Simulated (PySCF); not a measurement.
Constitutional and geometric isomers with formula C3H8Si. Isolated molecules, 0 K electronic values unless said otherwise. One relaxed conformer stands for each flexible species; it need not be the lowest. Strings in code marks are SMILES.

All values below come from PBE-D3(BJ)/def2-TZVP // PBE0-D3(BJ)/def2-TZVP (PySCF). 

A: `C[SiH]1CC1`
B: `C=[Si](C)C`
C: `C([SiH3])(C)=C`

**Question.** A design calls for the highest dipole moment in this set. Which member fits?

**Answer.** B (1.95 D); next is C (0.82 D).
